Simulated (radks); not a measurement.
Values are calculated unless marked as measured or tabulated.
Valence configurations of C+ (all share [He]). Code: a radial shooting solver on a logarithmic mesh with Libxc functionals. Model: scalar-relativistic Kohn-Sham, PBEsol, spin-polarised, spherical densities, point nucleus; open shells are filled with parallel spins first. Energies are relative to 2s2 2p1; eigenvalues in eV for spin up.

valence      E (eV)  moment (Bohr magnetons)    e(2p)    e(2s)
2s2 2p1       0.000                        1  -17.647  -26.366
2s1.5 2p1.5   2.949                        2  -18.226  -26.989
2s1 2p2       4.709                        3  -18.570  -27.370
2p3          13.480                        3  -18.620        -
2s0.5 2p2.5   9.101                        3  -18.597  -27.368

NIST lists [He] 2s2 2p1 as the ground configuration; this level of theory agrees among the configurations tried. The energies are those of spherical high-spin densities, not of single terms.
